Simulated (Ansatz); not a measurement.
Ideal-gas functions of Cl₄HOTa (`[OH][Ta]([Cl])([Cl])([Cl])[Cl]`) at 500 K and 1 bar, from an Ansatz frequency run at PBE0-D4/def2-TZVP.

Molar mass 339.77 g/mol, point group C3v (symmetry number 3), electronic degeneracy 1, moments of inertia 526.886, 527.383, 557.772 u Å². Harmonic wavenumbers (cm⁻¹, unscaled): 31, 33, 113, 114, 168, 191, 192, 342, 343, 345, 396, 404, 404, 745, 3966.

Use S(trans) = R[1.5 ln M + 2.5 ln T − 1.1517]; rotational temperatures θ = 24.2544 K / I; S(rot) = R[ln(√π/σ · √(T³/θAθBθC)) + 1.5]; for each mode x = 1.438777 ν̃/T, S = R[x/(eˣ − 1) − ln(1 − e⁻ˣ)] and H = RT x/(eˣ − 1); 1 cm⁻¹ = 0.0119627 kJ/mol; R = 8.31446 J/(mol·K).

Problem. By hand: the entropy, in J/(mol·K).

Solution. Translation 192.3. Rotation: θ = 0.046, 0.046, 0.0435 K, giving 124.2. Vibration, mode by mode: 28.41, 27.89, 17.69, 17.62, 14.44, 13.39, 13.35, 8.78, 8.75, 8.71, 7.66, 7.52, 7.52, 3.40, 0.00, in all 185.1. Electronic 0.0. Sum 501.6 J/(mol·K).

Problem. By hand: H − E and G − E in kJ/mol, counted from the electronic energy.

Solution. Zero-point energy ½ × 7787 × 0.0119627 = 46.6; thermal vibration 39.6; translation, rotation and pV give 4 RT = 16.6. H − E = 102.8 kJ/mol, and G − E = 102.8 − 500 × 501.6/1000 = -148.0 kJ/mol.

Vibration gives 37 % of the entropy, 91.6 J/(mol·K) of it from the modes under 150 cm⁻¹: soft modes count most, and the harmonic formula is weakest for them. The sum counts one conformer and one mirror image; others add a mixing term.
